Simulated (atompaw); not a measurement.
## Cutoff test, Pm (Z = 61), PAW (atompaw)

| Item | Value |
| --- | --- |
| Element | promethium |
| Generator | atompaw 4.2.0.5 |
| Type | PAW |
| Functional | PBE |
| Relativity | scalar-relativistic |
| Frozen core | [Kr] 4d10 |
| Valence charge | 15 |
| Reference configuration | 4f4 5s2 5p6 5d1 6s2 6p0 |
| Partial waves | 5s (bound); 6s (bound); 5p (bound); 6p (bound, empty); 5d (bound); 5d channel at 1.85 Ry; 4f (bound); 4f channel at 0.95 Ry |
| Local potential | ultrasoft scheme with l = 4 at 0.5 Ry, radius 1.85 bohr |
| Core correction | smooth core density matched at 1.45 bohr |
| Augmentation charge | sinc compensation charge, radius 1.95 bohr; PAW radius 2.60 bohr; waves and projectors: bloechl |

The pseudo-atom Hamiltonian at the reference potential is diagonalised in spherical Bessel functions j_l(qr) that vanish at 20 bohr, with q² up to the cutoff. All-electron valence levels (Ry): 5s -3.3231, 6s -0.2890, 5p -1.8629, 6p -0.0984, 5d -0.2085, 4f -0.5497.

How do the lowest levels (Ry) of each channel move with the cutoff, and are there ghosts?

```json
{"cutoff (Ry)": "8", "s #1": "-3.0027", "s #2": "-0.2836", "p #1": "-1.4200", "p #2": "-0.0765", "p #3": "0.0525", "d #1": "-0.1173", "f #1": "0.0911", "Σ f·Δε (mRy)": "5963.0"}
{"cutoff (Ry)": "12", "s #1": "-3.2440", "s #2": "-0.2874", "p #1": "-1.7026", "p #2": "-0.0914", "p #3": "0.0473", "d #1": "-0.1659", "f #1": "-0.2389", "Σ f·Δε (mRy)": "2408.3"}
{"cutoff (Ry)": "18", "s #1": "-3.3129", "s #2": "-0.2886", "p #1": "-1.8336", "p #2": "-0.0970", "p #3": "0.0456", "d #1": "-0.1983", "f #1": "-0.4461", "Σ f·Δε (mRy)": "621.4"}
{"cutoff (Ry)": "25", "s #1": "-3.3215", "s #2": "-0.2889", "p #1": "-1.8596", "p #2": "-0.0982", "p #3": "0.0452", "d #1": "-0.2064", "f #1": "-0.5148", "Σ f·Δε (mRy)": "164.4"}
{"cutoff (Ry)": "35", "s #1": "-3.3229", "s #2": "-0.2890", "p #1": "-1.8627", "p #2": "-0.0984", "p #3": "0.0452", "d #1": "-0.2084", "f #1": "-0.5432", "Σ f·Δε (mRy)": "27.7"}
{"cutoff (Ry)": "45", "s #1": "-3.3231", "s #2": "-0.2890", "p #1": "-1.8628", "p #2": "-0.0984", "p #3": "0.0452", "d #1": "-0.2085", "f #1": "-0.5487", "Σ f·Δε (mRy)": "4.3"}
{"cutoff (Ry)": "55", "s #1": "-3.3231", "s #2": "-0.2890", "p #1": "-1.8628", "p #2": "-0.0984", "p #3": "0.0452", "d #1": "-0.2085", "f #1": "-0.5495", "Σ f·Δε (mRy)": "0.8"}
{"cutoff (Ry)": "70", "s #1": "-3.3231", "s #2": "-0.2890", "p #1": "-1.8628", "p #2": "-0.0984", "p #3": "0.0452", "d #1": "-0.2085", "f #1": "-0.5497", "Σ f·Δε (mRy)": "0.1"}
{"cutoff (Ry)": "400", "s #1": "-3.3231", "s #2": "-0.2890", "p #1": "-1.8628", "p #2": "-0.0984", "p #3": "0.0452", "d #1": "-0.2085", "f #1": "-0.5497", "Σ f·Δε (mRy)": "0.0"}
```

Result: no extra level below or beside the all-electron valence levels (s, p, d, f tested); 10 mRy is reached at 45 Ry and 1 mRy at 55 Ry.
